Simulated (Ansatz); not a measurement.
Reaction (formal exchange of groups at the Si–Sn bond): `[Cl][SnH2][Si](Cl)(Cl)Cl` + `CI` → `C[Si](Cl)(Cl)Cl` + `[Cl][SnH2][I]`

Computed with Ansatz on PBE0-D4/def2-TZVP structures; ΔE is electronic, products minus reactants. CCSD(T)/CBS is the MP2 limit (def2-TZVPP, def2-QZVPP) plus CCSD(T) − MP2 in def2-TZVPP, frozen cores. Elements past krypton have def2 core potentials. For I, Sn outer-core shells are correlated without core-valence functions, which leaves a few kJ/mol of doubt a bond. One conformer a species, not always the lowest.

`[Cl][SnH2][Si](Cl)(Cl)Cl`:

Z-matrix (Å, degrees):
```
Sn
Si 1 2.565
Cl 1 2.333 2 104.3
H 1 1.702 2 113.0 3 -115.2
H 1 1.702 2 113.0 3 115.2
Cl 2 2.045 1 109.6 3 179.9
Cl 2 2.037 1 110.5 3 -60.4
Cl 2 2.037 1 110.5 3 60.2
```

`CI`:

Z-matrix (Å, degrees):
```
C
I 1 2.129
H 1 1.086 2 107.7
H 1 1.086 2 107.7 3 120.0
H 1 1.086 2 107.7 3 -120.0
```

`C[Si](Cl)(Cl)Cl`:

Cartesian coordinates in Å:
```
C -0.968 -0.178 0.367
Si 0.728 0.134 -0.277
Cl 1.577 -1.598 -0.937
Cl 0.676 1.453 -1.830
Cl 1.920 0.913 1.183
H -1.596 -0.594 -0.423
H -0.927 -0.885 1.198
H -1.411 0.756 0.718
```

`[Cl][SnH2][I]`:

```xyz
5

Cl   -1.256    1.733   -0.613
Sn    0.114    0.044    0.203
I    -0.023   -1.998   -1.504
H     1.697    0.656    0.216
H    -0.531   -0.434    1.699
```

| species | CCSD(T)/CBS(def2) energy (Eh) |
| --- | --- |
| `[Cl][SnH2][Si](Cl)(Cl)Cl` | -2343.62028 |
| `CI` | -337.29646 |
| `C[Si](Cl)(Cl)Cl` | -1708.45088 |
| `[Cl][SnH2][I]` | -972.52417 |

Q: Work out ΔE.

A: ΔE = (-1708.45088) + (-972.52417) − (-2343.62028) − (-337.29646) = -0.05831 Eh = -36.6 kcal/mol.

Largest T1 diagnostic among the species: 0.011.

From PBE to PBE0 (25 % exact exchange), in def2-TZVPP and without D4, ΔE moves by −2.5 kcal/mol. The D4 term adds +0.9 kcal/mol with B3LYP and +0.6 kcal/mol with PBE0; it sums over pairs of atoms, weighted by their polarisabilities, and B3LYP, whose exchange is more repulsive, gets the larger term. At CCSD(T), def2-SVP lies −2.0 kcal/mol from the extrapolated value and def2-TZVPP +1.1 kcal/mol.

B3LYP here is the variant with VWN-RPA as its local correlation; programs differ in this.
